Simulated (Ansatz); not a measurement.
Dissociation curve of SiH, doublet. Each curve is given relative to its own lowest point near equilibrium.

```json
[
 {"R / Å": "1.15", "A": "204.7", "B": "204.2", "C": "203.6"},
 {"R / Å": "1.23", "A": "115.8", "B": "113.3", "C": "113.5"},
 {"R / Å": "1.28", "A": "76.8", "B": "73.8", "C": "74.3"},
 {"R / Å": "1.38", "A": "27.2", "B": "23.8", "C": "24.8"},
 {"R / Å": "1.46", "A": "7.5", "B": "4.5", "C": "5.8"},
 {"R / Å": "1.48", "A": "4.6", "B": "2.2", "C": "3.3"},
 {"R / Å": "1.53", "A": "0.6", "B": "0.0", "C": "0.0"},
 {"R / Å": "1.57", "A": "0.0", "B": "1.0", "C": "0.1"},
 {"R / Å": "1.63", "A": "2.7", "B": "6.2", "C": "4.0"},
 {"R / Å": "1.69", "A": "8.7", "B": "15.0", "C": "11.4"},
 {"R / Å": "1.79", "A": "24.1", "B": "35.1", "C": "29.3"},
 {"R / Å": "1.93", "A": "52.3", "B": "70.1", "C": "61.5"},
 {"R / Å": "2.11", "A": "93.3", "B": "126.0", "C": "108.1"},
 {"R / Å": "2.31", "A": "139.2", "B": "185.2", "C": "160.2"},
 {"R / Å": "2.51", "A": "181.7", "B": "218.7", "C": "205.9"},
 {"R / Å": "2.73", "A": "220.6", "B": "238.6", "C": "240.4"},
 {"R / Å": "3.05", "A": "257.6", "B": "252.0", "C": "268.1"},
 {"R / Å": "3.43", "A": "281.1", "B": "258.2", "C": "282.5"},
 {"R / Å": "3.81", "A": "292.9", "B": "260.4", "C": "287.8"},
 {"R / Å": "4.13", "A": "298.1", "B": "261.2", "C": "289.7"},
 {"R / Å": "4.63", "A": "301.5", "B": "261.7", "C": "290.8"},
 {"R / Å": "5.37", "A": "302.6", "B": "261.9", "C": "291.2"},
 {"R / Å": "6.08", "A": "302.8", "B": "261.9", "C": "291.2"}
]
```

Energies in kJ/mol.

### Question
Which curve belongs to which method? The methods are unrestricted BLYP/cc-pVDZ (Ansatz, a quantum-chemistry and plane-wave program); unrestricted PBE0/cc-pVDZ (Ansatz); MP2 on UHF/cc-pVDZ, frozen core run with Ansatz.

### Answer
A is UKS-BLYP; B is UMP2; C is UKS-PBE0.

The unrestricted determinant behind UMP2 is spin-contaminated at 1.15 to 1.23, 2.11 to 6.08 Å (<S²> up to 1.8, against 0.75 for a pure doublet). The unrestricted determinant behind UKS-BLYP is spin-contaminated at 2.73 to 6.08 Å (<S²> up to 1.8, against 0.75 for a pure doublet). The unrestricted determinant behind UKS-PBE0 is spin-contaminated at 2.51 to 6.08 Å (<S²> up to 1.8, against 0.75 for a pure doublet).
